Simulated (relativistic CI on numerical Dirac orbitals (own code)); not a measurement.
Computed by Dirac-Coulomb-Breit CI, separate exchange-only KLI orbitals for each configuration, model QED (radiative potential, 1s self-energy scaled to tabulated hydrogen-like ionisation energies), unscaled Slater integrals (own radial code, finite nucleus).

Configurations in the expansion (outside the closed core [Ar]): 3d10.4s2, 3d10.4s.4p, 3d10.4p2, 3d10.4s.4d, 3d10.4d2, 3d10.4s.4f, 3d10.4p.4d, 3d10.4f2, 3d10.4p.4f, 3d10.4d.4f, 3d10.4s.5s, 3d10.4s.5p, 3d10.4s.5d, 3d10.4s.5f, 3d10.4s.5g, 3d10.4s.6s, 3d10.4s.6p, 3d10.4s.6d, 3d10.4s.6f, 3d10.4s.7s, 3d9.4s2.4p, 3d9.4s2.4d, 3d9.4s2.4f, 3d9.4s2.5s, 3d9.4s2.5p, 3d9.4s2.5d. Double excitations out of closed p, d and f shells are left out; levels of such configurations are missing from the list, as are those of other unlisted configurations, and high levels can miss mixing partners. These lack a partner that the ground configuration has and come out too high: 3d9.4s2.4p, 3d9.4s2.4d, 3d9.4s2.4f, 3d9.4s2.5s, 3d9.4s2.5p.

At this charge energies of transitions that change n are usually good to better than 1 %, and those within a shell (Δn = 0) to a few per cent.

Outline of the computed level scheme of Hf XLIII. Lowest level of each configuration: 3d10.4s2 1S_0 at 0.000 eV; 3d10.4s.4p 3P°_0 at 81.593 eV; 3d10.4p2 3P_0 at 187.866 eV; 3d10.4s.4d 3D_1 at 320.142 eV; 3d10.4p.4d 3F°_2 at 406.143 eV; 3d10.4s.4f 1F°_3 at 491.670 eV; 3d10.4p.4f 3G_3 at 589.032 eV; 3d10.4d2 3F_2 at 647.374 eV.

Some strong electric-dipole decays among the lowest 45 levels: 3d10.4d2 3P_0 → 3d10.4p.4d 3D°_1 (1.4e+12 s⁻¹); 3d10.4p.4d 3D°_1 → 3d10.4p2 3P_0 (1.0e+12 s⁻¹); 3d10.4p.4d 1F°_3 → 3d10.4p2 3P_2 (8.5e+11 s⁻¹); 3d10.4s.4d 3D_2 → 3d10.4s.4p 3P°_1 (8.5e+11 s⁻¹); 3d10.4d2 3F_2 → 3d10.4p.4d 3D°_1 (8.2e+11 s⁻¹); 3d10.4d2 3P_1 → 3d10.4p.4d 3P°_2 (7.2e+11 s⁻¹); 3d10.4p2 3P_2 → 3d10.4s.4p 1P°_1 (7.2e+11 s⁻¹); 3d10.4p2 1S_0 → 3d10.4s.4p 1P°_1 (7.1e+11 s⁻¹).

LS names give the leading component of a level, which can be under half, so a name can repeat, a term be missing and a line seem to break the LS rules.
